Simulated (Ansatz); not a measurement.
CH₅FNNbO₂ (`C[O][Nb](=[NH])([OH])[F]`), relaxed with RKS PBE-D4/def2-SVP in Ansatz from a rough embedded geometry. The force threshold is 0.03 eV/Å; the program also tests the step.

The species carries charge 0 and has multiplicity 1. Nb takes the def2 core potential.

Start:

```xyz
11

C     0.429   -1.605    0.607
O    -0.848   -1.037    0.847
Nb   -0.880    0.754   -0.141
N     0.245    2.031    0.895
O    -0.166    0.539   -2.006
F    -2.746    1.454   -0.167
H     0.447   -1.843   -0.495
H     0.583   -2.451    1.201
H     1.152   -0.824    0.794
H     1.004    2.427    0.373
H     0.780    0.555   -1.907
```

How much energy does the relaxation release, and in how many steps? (Best estimate.)

Ansatz gave: 54.56 kcal/mol, in 13 steps, 1 of them rejected.

Which bonds change most? (Best estimate.)

Computed: Nb3–N4 from 1.992 to 1.764 Å; O2–Nb3 from 2.046 to 1.893 Å; Nb3–O5 from 2.009 to 1.913 Å; Nb3–F6 from 1.993 to 1.900 Å.

Give the relaxed structure. (An estimate is asked.)

Ansatz gave: 
```xyz
11

C     0.500   -1.776    0.869
O    -0.386   -0.997    0.107
Nb   -0.774    0.779   -0.423
N     0.402    1.832    0.364
O    -0.552    0.934   -2.318
F    -2.525    1.278    0.120
H     1.074   -2.462    0.208
H    -0.068   -2.395    1.598
H     1.220   -1.140    1.431
H     1.043    2.454    0.864
H     0.066    1.493   -2.819
```
